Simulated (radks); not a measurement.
Task: The mean radii <r> (bohr) of the occupied orbitals of an atom or ion are listed with their occupations. Method: non-relativistic Kohn-Sham, LDA (Slater exchange, Perdew-Wang correlation), spin-unpolarised, spherical densities, point nucleus; computed with a radial shooting solver on a logarithmic mesh with Libxc functionals.

| orbital | occ. | <r> |
|---|---|---|
| 1s | 2 | 0.01888 |
| 2s | 2 | 0.07674 |
| 2p | 1 | 0.06441 |

Name the element and its charge.

Result: Z = 80, mercury, charge +75: Hg75+ in [He] 2s2 2p1. The 1s radius gives Z: for a bare nucleus <r> = 1.5/Z, 0.01875 bohr for Z = 80, and screening makes it slightly larger (0.01888 here). The occupations add up to 5, and the charge is Z minus that.
